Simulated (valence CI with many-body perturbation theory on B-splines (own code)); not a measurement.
# Pt LXXIII in brief

Calculated by configuration interaction combined with many-body perturbation theory (CI+MBPT): four valence electrons over a frozen Dirac-Fock core [He], radial functions for each j: 11 s, 11 p, 9 d, 7 f, 5 g, 2 h, 1 i, with the one-electron correlation potential Σ1, the two-electron term Σ2, the three-electron term Σ3, Breit, model QED; selected CI, second order for the rest (own B-spline code, finite nucleus).

No measured spectrum was set against this ion. As an estimate, large intervals hold to a few tenths of a per cent, small ones and those within an open d or f shell to about a per cent. Among the levels kept, up to 310 cm⁻¹ of a level comes from second order outside the variational space, and about a tenth of that is noise between levels of different J, which matters for small intervals.

Levels are named by their leading jj configuration (3d3/2^4 stands for four electrons in 3d with j = 3/2), which in mixed levels can hold well under half, so a name can repeat and another be missing.

Rates and lifetimes use the calculated energies. Strong lines usually hold to 10 to 20 %, long lifetimes can be off by a factor of two.

**Question.** What is the ground level?

**Answer.** (2s^2 2p1/2^2) J=0, composition 68 % 2s2 2p2 3P + 32 % 2s2 2p2 1S.

**Question.** What are the static dipole polarisabilities of the lowest levels?

**Answer.** (2s^2 2p1/2^2) J=0 5.50e-05 bohr³, of which the core gives 1.69e-07.

**Question.** Among levels below 14862 eV, which E1 lines absorb most strongly from the ground level?

**Answer.** to (2s^2 2p1/2 3d3/2) J=1 at 0.09883 nm, f = 1.07; to (2s 2p1/2^2 3p1/2) J=1 at 0.1016 nm, f = 0.312; to (2s 2p1/2^2 2p3/2) J=1 at 0.5562 nm, f = 0.293.

**Question.** Name the longest-lived excited levels whose lifetime is computed, and their main decay.

**Answer.** (2s^2 2p1/2 2p3/2) J=2 at 1823 eV lives 4.23 ns, mostly by E2 to (2s^2 2p1/2^2) J=0; (2s^2 2p1/2 2p3/2) J=1 at 1805 eV lives 28.1 ps, mostly by M1 to (2s^2 2p1/2^2) J=0; (2s 2p1/2^2 2p3/2) J=2 at 2135 eV lives 26.1 ps, mostly by E1 to (2s^2 2p1/2 2p3/2) J=1.

**Question.** How well does LS coupling describe the low levels?

**Answer.** Among the lowest 20 levels the leading LS term, summed over configurations, holds 67 % on average. For single configurations the figures are 67 % in LS and 100 % in jj coupling. Terms mix most in the J = 1 level at 2229 eV, where the leading one holds 31 %.
